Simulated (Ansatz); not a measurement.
Basis sets compared for the cluster GeO4. The state is a singlet with charge 0. Geometry r2SCAN-D4/def2-SVP. Ansatz on 4 threads of Arm Neoverse V1 on a shared host; times are rough, and most runs start from earlier orbitals.

```xyz
5

Ge   -0.616    0.232   -0.276
O     0.096   -1.144    0.659
O     1.128    0.684   -0.111
O     1.410   -0.530    0.631
O    -2.017    0.759   -0.903
```

The structure holds 2 bonds between oxygen atoms, so isomers without such links may lie far lower. The structure comes from a short search, and lower isomers may exist.

Binding counts from free atoms (Ge triplet, O triplet) in the same basis, without a counterpoise term.

```json
{"level": "PBE-D4/def2-SVP", "functions": "88", "energy (Eh)": "-2376.6150", "HOMO (eV)": "-6.52", "LUMO (eV)": "-3.64", "binding per atom (eV)": "3.35", "wall time": "0.6 s"}
{"level": "PBE-D4/def2-TZVP", "functions": "172", "energy (Eh)": "-2377.2574", "HOMO (eV)": "-6.70", "LUMO (eV)": "-3.75", "binding per atom (eV)": "3.36", "wall time": "1.4 s"}
{"level": "r2SCAN-D4/def2-TZVP", "functions": "172", "energy (Eh)": "-2377.6988", "HOMO (eV)": "-7.09", "LUMO (eV)": "-3.59", "binding per atom (eV)": "3.05", "wall time": "2.9 s"}
{"level": "PBE0-D4/def2-SVP", "functions": "88", "energy (Eh)": "-2376.6189", "HOMO (eV)": "-8.42", "LUMO (eV)": "-2.75", "binding per atom (eV)": "2.85", "wall time": "0.9 s"}
{"level": "PBE0-D4/def2-TZVP (with forces)", "functions": "172", "energy (Eh)": "-2377.2635", "HOMO (eV)": "-8.48", "LUMO (eV)": "-2.77", "binding per atom (eV)": "2.91", "wall time": "2.7 s"}
```

Question: Estimate the rows for PBE-D4/def2-TZVPD, r2SCAN-D4/def2-TZVPD, PBE0-D4/def2-TZVPD.

Answer: 
| level | functions | energy (Eh) | HOMO (eV) | LUMO (eV) | binding per atom (eV) | wall time |
| --- | --- | --- | --- | --- | --- | --- |
| PBE-D4/def2-TZVPD | 214 | -2377.2604 | -6.77 | -3.86 | 3.35 | 2.1 s |
| r2SCAN-D4/def2-TZVPD | 214 | -2377.7013 | -7.12 | -3.66 | 3.05 | 3.9 s |
| PBE0-D4/def2-TZVPD | 214 | -2377.2660 | -8.53 | -2.90 | 2.90 | 2.8 s |
